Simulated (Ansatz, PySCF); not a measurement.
C2H4ClNOSi, SMILES N#CO[Si@H](Cl)C. Atoms are numbered in the order given.

```xyz
10

C     -1.6518     0.1510     1.1653
Si    -0.2970    -0.7141     0.2571
Cl    -0.5211    -0.5003    -1.7707
O      1.2006     0.0069     0.6868
C      1.4261     1.2647     0.7452
N      1.6477     2.4029     0.8128
H     -1.5160     0.0431     2.2525
H     -2.6312    -0.2672     0.8882
H     -1.6498     1.2236     0.9163
H     -0.0753    -2.1369     0.5853
```
Charge 0, spin multiplicity 1.

The structure is a stationary point at PBE0-D3(BJ)/def2-SVP. The structure was generated by enumeration; whether it is a known compound was not checked. The values are those of a single conformer.

Two levels are set side by side: PBE-D3(BJ)/def2-SVP (Ansatz, a first-principles code) and PBE0-D3(BJ)/def2-SVP (Ansatz). Each level has its own optimised geometry; the coordinates shown are those of the second. Frequencies come from the Hessian of PySCF at each geometry. Differences are taken from unrounded values.

```json
[
 {"quantity": "mean bond length (Å)", "PBE0-D3(BJ)": "1.426"},
 {"quantity": "bond C1–Si2 (Å)", "PBE0-D3(BJ)": "1.846"},
 {"quantity": "bond Si2–Cl3 (Å)", "PBE0-D3(BJ)": "2.051"},
 {"quantity": "bond Si2–O4 (Å)", "PBE0-D3(BJ)": "1.717"},
 {"quantity": "bond O4–C5 (Å)", "PBE0-D3(BJ)": "1.279"},
 {"quantity": "bond C5–N6 (Å)", "PBE0-D3(BJ)": "1.162"},
 {"quantity": "bond C1–H7 (Å)", "PBE0-D3(BJ)": "1.101"},
 {"quantity": "bond C1–H8 (Å)", "PBE0-D3(BJ)": "1.100"},
 {"quantity": "bond C1–H9 (Å)", "PBE0-D3(BJ)": "1.101"},
 {"quantity": "bond Si2–H10 (Å)", "PBE0-D3(BJ)": "1.477"},
 {"quantity": "highest harmonic wavenumber (cm⁻¹)", "PBE0-D3(BJ)": "3178"},
 {"quantity": "mean harmonic wavenumber (cm⁻¹)", "PBE0-D3(BJ)": "1117"},
 {"quantity": "zero-point energy (kcal/mol)", "PBE0-D3(BJ)": "38.32"}
]
```

Q: What does PBE-D3(BJ) give, and how far is it from PBE0-D3(BJ)? (Estimate from the structure and the level; the computed values follow.)

A: 
```
quantity                            PBE-D3(BJ)  PBE-D3(BJ) minus PBE0-D3(BJ)
----------------------------------  ----------  ----------------------------
mean bond length (Å)                     1.438                         0.012
bond C1–Si2 (Å)                          1.858                         0.012
bond Si2–Cl3 (Å)                         2.066                         0.014
bond Si2–O4 (Å)                          1.737                         0.020
bond O4–C5 (Å)                           1.291                         0.012
bond C5–N6 (Å)                           1.178                         0.016
bond C1–H7 (Å)                           1.109                         0.008
bond C1–H8 (Å)                           1.108                         0.008
bond C1–H9 (Å)                           1.109                         0.008
bond Si2–H10 (Å)                         1.489                         0.012
highest harmonic wavenumber (cm⁻¹)        3091                           -86
mean harmonic wavenumber (cm⁻¹)           1077                           -39
zero-point energy (kcal/mol)             36.97                         -1.35
```

GGA bonds tend to be longer and softer than those of functionals with exact exchange. Differences between two approximate levels are no errors against the true value.
